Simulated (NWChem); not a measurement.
Species: HSeBr; SMILES Br[SeH]

```xyz
3

Se     0.0312    -1.1549     0.0000
H     -1.4350    -1.2786     0.0000
Br     0.0107     1.1584     0.0000
```
Atoms are numbered in this order, from 1.

Results from NWChem. Structure relaxed at the PBE0-D3(BJ)/def2-TZVP level. Vertical excitations in the gas phase.

Q: What does the run give for PBE/def2-SVPD, full TDDFT? Quantities: lowest excitation, singlet (eV); oscillator strength of that lowest state; orbital gap (eV).

A: 
```yaml
lowest excitation, singlet (eV): 2.53
oscillator_strength_of_that_lowest_state: 0.002
orbital gap (eV): 2.20
```
